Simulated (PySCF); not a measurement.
**Computed properties of C2H6O3Si, SMILES CC(O[SiH2]O)=O**

Si(H)2(OAc)(OH) (C2H6O3Si), SMILES CC(=O)O[SiH2]O. The structure is a stationary point at B3LYP-D3(BJ)/def2-SVP. One conformer was computed; it need not be the lowest. All values are computed for the isolated molecule unless a solvent is named; none is compared with measurement here.

**Structure.** All 30 harmonic modes at B3LYP-D3(BJ)/def2-SVP (PySCF) are real, so it is a minimum. With heavy atoms numbered as in [SiH2:1]([OH:2])[O:3][C:4]([CH3:5])=[O:6], the shortest bond between them is C4–O6 at 1.209 Å and the longest Si1–O3 at 1.719 Å.

**Vibrations.** The strongest infrared lines (harmonic, unscaled, degenerate partners summed) lie at 1298 cm⁻¹ (288 km/mol, C 54 %, H 31 %, O 15 %), 1823 cm⁻¹ (239 km/mol, C 64 %, O 35 %), 840 cm⁻¹ (199 km/mol, H 57 %, O 32 %, Si 11 %). The softest mode is at 90 cm⁻¹ and the zero-point energy is 52.3 kcal/mol.

**Electronic structure.** PBE0/def2-TZVP (PySCF) places the frontier levels at -8.14 and 0.00 eV, a gap of 8.14 eV, and gives a dipole moment of 2.66 D and a mean polarisability of 57.0 bohr³.

**Excitations.** TDDFT-CAM-B3LYP/def2-SVPD (PySCF) has S1 at 5.81 eV (214 nm, f = 0.001, dark); the most intense of the 10 singlets computed lies at 8.26 eV (f = 0.08). T1 (TDA) is at 5.30 eV. No vertical singlet excitation falls in the visible range (under 3.1 eV).

**NMR.** GIAO shifts at B3LYP/pcSseg-1 (PySCF) (non-relativistic, atoms alike by connectivity averaged): ¹³C from 25.6 to 181.0 ppm against TMS; ¹H from 2.0 to 5.3 ppm against TMS; ²⁹Si at -26.8 ppm against TMS.
